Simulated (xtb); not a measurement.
C2H5Al, SMILES C=[CH][AlH2]. All values are semi-empirical tight-binding results from xtb (GFN2-xTB unless named), good for trends rather than for accurate numbers. Geometry: GFN2-xTB.

Optimised geometry:

```xyz
8

Al    -0.0952     0.1722     1.1415
H     -0.8735     1.5146     1.1474
H      0.2545    -0.4151     2.5362
C      0.3509    -0.6078    -0.6217
C     -0.0919     0.1435    -1.6344
H      0.8900    -1.5225    -0.8710
H      0.0468    -0.0934    -2.6814
H     -0.6341     1.0632    -1.4342
```
Charge 0, spin multiplicity 1.

For metal compounds this method's bond lengths and energies can be far off.

Computed properties:
```
Property                                       Value
-------------------------------------  -------------
point group as xtb finds it                       Cs
orbital gap                                  3.91 eV
zero-point energy                      32.5 kcal/mol
G − E(el) at 298.15 K (modified RRHO)  15.5 kcal/mol
```

Computed atomic charges and the Wiberg bond orders between heavy atoms:
charges (e) Al1 0.36, H2 -0.16, H3 -0.15, C4 -0.14, C5 -0.06, H6 0.05, H7 0.04, H8 0.06. Bond orders Al1–C4 1.01, C4–C5 1.89.
